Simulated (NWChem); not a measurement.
System: C₂H₂Cl, doublet; SMILES [CH]=CCl

Computed with NWChem. Pople sets run with spherical d functions. Spin-unrestricted. Spin-contaminated determinants: UHF/6-31G* (<S²> = 1.03). In the optimisation the excess spin sits in a' (Cs, its own frame). No stability test was run on the SCF state. Level UHF/6-31G*: optimisations from one semi-empirical or force-field start; each run changes one setting, and all end within 0.3 mHa of each other.

```csv
setting,optimisation steps
"redundant internal coordinates, default thresholds",5
loose thresholds,4
trust radius 0.05,7
no line search,5
```
